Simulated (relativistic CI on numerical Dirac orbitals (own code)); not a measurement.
Au⁺: 4d photoemission

Computed with this model: Dirac-Coulomb-Breit CI, orbitals from a KLI potential per configuration, model QED (radiative potential, 1s self-energy scaled to tabulated hydrogen-like ionisation energies), valence Slater integrals scaled by 0.7, multiplet model of photoemission in the sudden approximation; configurations [Xe] 4f14 5d10 → [Kr] 4d9 4f14 5s2 5p6 5d10; 300 K; Lorentzian 3.5 eV and Gaussian 0.6 eV FWHM. Energies are those of the free ion, without screening or charge transfer. The energies are binding energies and can lie tens of eV above those of solids. S is read from ⟨S²⟩ = S(S + 1).

free ion: ground-state S = 0.00, centroid 361.22 eV. Peaks (eV, height): 354.0 (100), 372.0 (67).

Strongest unbroadened transitions for free ion:

```csv
Energy (eV),Relative strength
353.96,100.0
372.12,66.7
```
